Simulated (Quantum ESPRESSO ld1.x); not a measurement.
Results of a calculation; reference values are marked as such.
Q: Cs3+, configuration [Kr] 4d10 5s2 5p4. Code: ld1.x of Quantum ESPRESSO 7.5. Model: Dirac Kohn-Sham, Engel-Vosko exchange with Perdew-Wang LDA correlation, spin-unpolarised, spherical densities, point nucleus; open shells fill j = l - 1/2 first. Some entries of the table are withheld. Estimate them.

orbital,occ.,eigenvalue (hartree),<1/r> (bohr^-1),<r> (bohr)
1s1/2,2,-1315.89,59.43,0.02610
2s1/2,2,-207.294,13.93,0.1116
2p1/2,2,-194.955,(1),0.09405
2p3/2,4,-182.021,(2),0.09994
3s1/2,2,-43.9865,4.995,(3)
3p1/2,2,-38.8542,4.903,0.2885
3p3/2,4,-36.3726,4.614,0.3002
3d3/2,4,-27.4142,4.472,0.2712
3d5/2,6,-26.8873,4.398,0.2749
4s1/2,2,-9.19617,2.032,0.6944
4p1/2,2,-7.35543,(4),0.7202
4p3/2,4,-6.85267,(5),0.7471
4d3/2,4,-3.86558,1.602,0.8270
4d5/2,6,-3.78160,1.579,0.8370
5s1/2,2,-1.97280,0.7841,1.678
5p1/2,2,-1.49546,0.6921,1.882
5p3/2,2,-1.42478,0.6633,1.952
5d3/2,0,-0.79684,0.4745,2.685
5d5/2,0,-0.78948,0.4693,2.711
6s1/2,0,-0.73195,(6),3.670
4f5/2,0,-0.67854,0.8750,1.601
4f7/2,0,-0.67371,0.8664,1.618
6p1/2,0,-0.59691,0.3178,4.061
6p3/2,0,-0.57962,0.3119,4.144

A: 
(1) 2p1/2 <1/r> (bohr^-1): 13.90
(2) 2p3/2 <1/r> (bohr^-1): 12.73
(3) 3s1/2 <r> (bohr): 0.2984
(4) 4p1/2 <1/r> (bohr^-1): 1.924
(5) 4p3/2 <1/r> (bohr^-1): 1.833
(6) 6s1/2 <1/r> (bohr^-1): 0.3483
